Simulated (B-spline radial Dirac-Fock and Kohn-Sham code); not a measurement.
## Binding energies of Rh⁵⁺ at several levels of theory

System: rhodium as Rh⁵⁺, 1s2 2s2 2p6 3s2 3p6 3d10 4s2 4p6 4d4.

The density-functional columns are spherical, spin-unpolarised Dirac-Kohn-Sham results without Breit or QED terms: −ε is minus the orbital energy of the initial state and ΔSCF the difference of two total energies. The reference in the last column comes from ΔSCF Dirac-Fock with Breit, self-energy and vacuum polarisation, finite nucleus, configuration average. All numbers are from a radial B-spline solver, in eV; a selection of levels is shown. The Kohn-Sham columns are given as differences from the reference. For the 1s level of heavy atoms much of the gap between ΔSCF and the reference is the Breit and QED part, -68.1 eV here; for other levels the error of the functional can be larger.

```tsv
level	LDA −ε − DF	LDA ΔSCF − DF	PBE −ε − DF	PBE ΔSCF − DF	Dirac-Fock
K	-238.8	+60.5	-208.9	+91.2	23308.2
L1	-99.4	-44.6	-96.0	-41.4	3507.8
L2	-73.8	-6.7	-72.7	-5.6	3237.1
L3	-75.7	-11.6	-74.8	-10.8	3094.6
M1	-50.0	-29.0	-48.8	-27.9	718.8
M2	-39.7	-18.3	-39.3	-18.0	612.5
M3	-39.4	-18.5	-39.0	-18.2	587.3
M4	-22.6	-0.4	-23.0	-0.7	399.9
M5	-22.8	-0.7	-23.2	-1.1	395.2
N1	-16.9	-6.6	-16.9	-6.6	169.6
N2	-11.0	-1.1	-11.1	-1.2	133.6
N3	-11.0	-1.3	-11.1	-1.3	129.3
N4,5	-7.0	+1.6	-7.2	+1.4	77.93
```

Values without a named source are computed, but for edge energies of neutral atoms, which are taken from tables.
